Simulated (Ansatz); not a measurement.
BFH5NOSi (`NB(F)O[SiH3]`), relaxed with RKS PBE0-D4/def2-TZVP in the Gaussian-basis code of Ansatz from a PBE-D4/def2-SVP geometry. The force threshold is 0.005 eV/Å; the program also tests the step.

Total charge 0; spin multiplicity 1.

Start:

```xyz
10

N     1.088    0.997    0.929
B     0.985   -0.394    0.708
F     1.871   -1.216    1.308
O     0.032   -0.986   -0.088
Si   -1.273   -0.483   -1.007
H     0.473    1.687    0.502
H     1.824    1.393    1.512
H    -1.221   -1.179   -2.334
H    -1.227    1.010   -1.230
H    -2.552   -0.829   -0.300
```

(1) How much energy does the relaxation release, and in how many steps? (Best estimate.)

(2) Which bonds change most? (Estimate.)

(3) Give the relaxed structure. (An estimate is asked.)

Answers

(1) Ansatz gave: 4.99 kJ/mol, in 18 steps.

(2) Ansatz gave: O4–Si5 from 1.673 to 1.638 Å; Si5–H9 from 1.511 to 1.491 Å; Si5–H10 from 1.502 to 1.482 Å; Si5–H8 from 1.500 to 1.482 Å.

(3) Ansatz gave: 
```xyz
10

N     1.135    0.995    0.848
B     0.943   -0.388    0.730
F     1.774   -1.208    1.383
O    -0.042   -0.966   -0.011
Si   -1.279   -0.482   -0.969
H     0.558    1.677    0.392
H     1.876    1.378    1.407
H    -1.078   -1.027   -2.333
H    -1.333    1.006   -1.041
H    -2.554   -0.986   -0.405
```
